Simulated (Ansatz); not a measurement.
A made-up structure of AlH2Se (charge -1), singlet:

Al1  (-0.073, -0.026, -0.036)
Se2  (1.819, 0.653, 0.911)
H3  (-1.150, 0.934, -0.779)
H4  (3.071, -0.087, 1.319)
(Å)

It is relaxed with PBE-D4/def2-SVPD and then PBE0-D4/def2-TZVPD (Ansatz 0.2.0). Atoms count as bonded within 1.22 times the sum of their covalent radii (H–H: 0.88 Å). The end point is not checked to be a true minimum.

**Question.** Does its bonding change? (A judgement: the text doesn't fix the answer.)

**Answer.** Computed: No: no bond forms or breaks.

Where it ends: The first stage lowers the energy by 1.66 eV in 6 steps. It ends as AlH₂Se ([AlH][SeH]), total charge -1:
Al1  (-0.048, -0.408, -0.098)
Se2  (1.827, 0.968, 0.784)
H3  (-0.809, 1.039, -0.519)
H4  (2.697, -0.125, 1.248)
(Å)

Labels in which every atom is bracketed show which atoms are joined, not bond orders.

For scale, one of the runs: PBE0-D4/def2-TZVPD relaxation, 118 basis functions, launched by `ansatz run in.yaml --threads 2 --pin off --events-out ev --progress --plain --max-ram 4352MiB`. Hardware: 2 CPU threads of an Intel Xeon Platinum 8259CL, shared host. Wall time about 11 s.
